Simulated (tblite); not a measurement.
Compound: C₇H₈N₂S.
Geometry (GFN2-xTB, Å), atoms numbered from 1 in this order:
```
atom  x, y, z in Å
C1     2.4077    1.7761    1.6784
C2     2.1283    0.6462    1.4029
C3     1.7499   -0.6981    1.0011
N4     0.9276   -0.6679   -0.1813
N5     1.4317   -0.9751   -1.3741
C6     0.4551   -0.7924   -2.2399
C7    -0.7131   -0.3530   -1.6059
C8    -0.3645   -0.2802   -0.2701
S9    -1.2613    0.1681    1.1634
C10   -2.8326    0.6669    0.4073
H11    2.6683    2.7570    1.9433
H12    2.6435   -1.2781    0.7537
H13    1.2009   -1.1839    1.8167
H14    0.6114   -0.9812   -3.2831
H15   -1.6564   -0.1302   -2.0591
H16   -3.2874   -0.1858   -0.0881
H17   -3.4663    1.0103    1.2191
H18   -2.6515    1.4745   -0.2957
```

Computed values, GFN2-xTB/tblite, gas phase, harmonic and unscaled. The method is semi-empirical: single wavenumbers can be off by several per cent or more. One conformer, not necessarily the lowest.

Harmonic wavenumbers (cm⁻¹): 30.1, 41.5, 85.2, 162.2, 171.7, 207.2, 226.4, 256.7, 291.1, 387.3, 430.6, 495.9, 598.4, 622.0, 641.7, 654.9, 735.7, 766.8, 782.9, 841.2, 901.4, 943.1, 945.8, 958.3, 985.1, 1018.0, 1101.7, 1130.8, 1165.8, 1290.5, 1314.2, 1324.2, 1358.0, 1386.2, 1397.1, 1441.1, 1445.5, 1449.8, 1514.4, 2293.7, 2923.1, 2968.6, 3030.5, 3036.4, 3057.8, 3172.6, 3188.5, 3398.6.

A = 1438, B = 1114, C = 708.9 MHz; mass 152.041 u (most abundant isotopes); point group C1, symmetry number 1.

Task: What is the zero-point energy?

Result: Half the sum of the wavenumbers: 29285 cm⁻¹ = 83.73 kcal/mol.

Task: Give the ideal-gas entropy at 298.15 K and 1 bar in the rigid-rotor, harmonic-oscillator model (classical rotation).

Result: Translation 40.99, rotation 30.03, vibration 32.92: S = 103.9 cal/(mol K).

Task: And Cp and H(298.15 K) − H(0)?

Result: Cp = 39.93 cal/(mol K), of which vibrations give 31.98 (their classical limit is 48 R = 95.4); H(298.15 K) − H(0) = 7.30 kcal/mol without the zero-point energy, 4.93 from vibrations.

Task: What must be added to the electronic energy to get the Gibbs energy at 298.15 K and 1 bar?

Result: ZPE + [H(298.15 K) − H(0)] − T·S = 83.73 + 7.30 − 30.99 = 60.04 kcal/mol.

Task: Which modes carry the vibrational entropy at 298.15 K?

Result: 30.1 cm⁻¹: 5.82; 41.5 cm⁻¹: 5.19; 85.2 cm⁻¹: 3.77; 162.2 cm⁻¹: 2.52; 171.7 cm⁻¹: 2.42; 207.2 cm⁻¹: 2.07 cal/(mol K); the other 42 give 11.14 together.

Task: Blend soft modes into free rotors: weight 1/[1 + (100 cm⁻¹/ν̃)⁴] for the oscillator and the rest for a rotor with moment μB/(μ + B), μ = h/(8π²ν), B = 10⁻⁴⁴ kg m². What vibrational entropy results?

Result: 29.25 cal/(mol K) in place of 32.92, which changes −T·S at 298.15 K by +1.10 kcal/mol.

Task: How do the functions run with temperature in this model?

Result: 
| T (K) | S (cal/(mol K)) | Cp (cal/(mol K)) | H − H(0) (kcal/mol) | G − H(0) (kcal/mol) | ln q(vib) |
| --- | --- | --- | --- | --- | --- |
| 150 | 82.3 | 24.8 | 2.51 | -9.84 | 4.01 |
| 250 | 97.4 | 35.0 | 5.50 | -18.84 | 6.89 |
| 400 | 117.1 | 49.6 | 11.87 | -34.95 | 11.06 |
| 600 | 140.1 | 64.0 | 23.34 | -60.73 | 16.40 |
| 900 | 168.8 | 77.0 | 44.66 | -107.22 | 23.79 |

q(vib) and H(0) count from the zero-point level.

Hindered rotation and anharmonicity are outside this model. Other conformers, if any are populated, would add a mixing term that is left out. The structure is chiral; the term R ln 2 for an equal mix with its mirror image is left out.
